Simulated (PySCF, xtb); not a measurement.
Ge(H)(Cl)2(Me) (CH4Cl2Ge), SMILES [CH3][GeH]([Cl])[Cl].

Harmonic wavenumbers (cm⁻¹) from GFN2-xTB (xtb 6.7.1) at its own minimum, in rising order: 90, 132, 139, 155, 354, 364, 555, 596, 622, 775, 800, 1305, 1439, 1440, 1787, 3018, 3033, 3036.

Q: What does PBE0-D3(BJ)/def2-SVP in PySCF 2.14.0 give at its own minimum? (The exact figures need the calculation; the answer reports its results.)

A: 114, 145, 159, 180, 418, 437, 629, 658, 714, 819, 853, 1257, 1421, 1425, 2191, 3073, 3191, 3198. Paired by order, the mean absolute difference is 78 cm⁻¹ and the zero-point energies are 28.1 and 29.9 kcal/mol.
